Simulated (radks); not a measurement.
Results of a calculation; reference values are marked as such.
Ionisation of the copper ion Cu3+, [Ar] 3d8, to [Ar] 3d7 as the strength of local exchange is varied. Level of theory: Dirac Kohn-Sham, Slater X-alpha exchange (alpha = 2/3 is LDA exchange), no correlation, spin-unpolarised, spherical densities, finite nucleus; open shells fill j = l - 1/2 first; Fermi nuclear charge, rms radius 3.8823 fm (a radial shooting solver on a logarithmic mesh with Libxc functionals).

alpha  E(Cu3+) (hartree)  exchange (hartree)  IE (eV)  -e of the level emptied (eV)  <r> of it (bohr)
0.647        -1645.56479           -59.27623   57.439                46.773 (3d5/2)            0.8653
0.667        -1647.39814           -61.17571   58.039                47.324 (3d5/2)            0.8619
0.679        -1648.49912           -62.31732   58.401                47.657 (3d5/2)            0.8598
0.708        -1651.16280           -65.08213   59.283                48.466 (3d5/2)            0.8550
0.724        -1652.63422           -66.61113   59.773                48.917 (3d5/2)            0.8523
0.784        -1658.16352           -72.36758   61.633                50.631 (3d5/2)            0.8426

NIST Atomic Spectra Database: 57.38 eV (semi-empirical). The central value is not met in this range of alpha. Spin polarisation and multiplet splitting are left out, so open shells lie too high by an amount that depends on their filling.

Beside tabulated values, note that spin-unpolarised runs miss the spin-polarisation part of the exchange energy of open shells.
